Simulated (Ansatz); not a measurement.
The cluster Nb3Te4. Total charge 0; doublet. Geometry PBE-D4/def2-SVP, that of the charge +1 singlet; atoms count from 1.

```xyz
7

Nb   -0.678    0.002   -1.431
Nb    1.580   -0.127   -0.014
Nb   -0.730   -0.896    1.083
Te   -2.600    0.826    0.241
Te    1.047    2.050   -1.481
Te    0.969    0.632    2.481
Te    0.411   -2.488   -0.879
```

In the def2 sets Nb, Te take a core potential; there is no spin–orbit coupling. The structure comes from a short search, and lower isomers may exist.

(1) Estimate the Mulliken populations from the PBE0/def2-TZVP orbitals of Ansatz.

(2) Where does the spin sit?

(3) And the Mayer bond orders between heavy atoms (over 0.3)?

Results:

(1) 
```tsv
atom	charge (e)	spin (α − β)	d electrons
Nb1	0.46	0.25	3.62
Nb2	0.46	0.23	3.63
Nb3	0.46	0.25	3.62
Te4	-0.35	0.08	–
Te5	-0.35	0.08	–
Te6	-0.35	0.08	–
Te7	-0.33	0.04	–
```
Mulliken values depend strongly on the basis.

(2) Summed by element: Nb 0.73, Te 0.27, of 1 unpaired in all. Largest on single atoms: Nb3 0.25, Nb1 0.25, Nb2 0.23.

(3) Nb1–Nb2 1.18 (2.67 Å); Nb1–Nb3 1.18 (2.67 Å); Nb1–Te4 1.15 (2.68 Å); Nb1–Te5 1.15 (2.68 Å); Nb1–Te7 0.83 (2.77 Å); Nb2–Nb3 1.17 (2.67 Å); Nb2–Te5 1.15 (2.68 Å); Nb2–Te6 1.15 (2.68 Å); Nb2–Te7 0.83 (2.77 Å); Nb3–Te4 1.15 (2.68 Å); Nb3–Te6 1.15 (2.68 Å); Nb3–Te7 0.83 (2.77 Å).
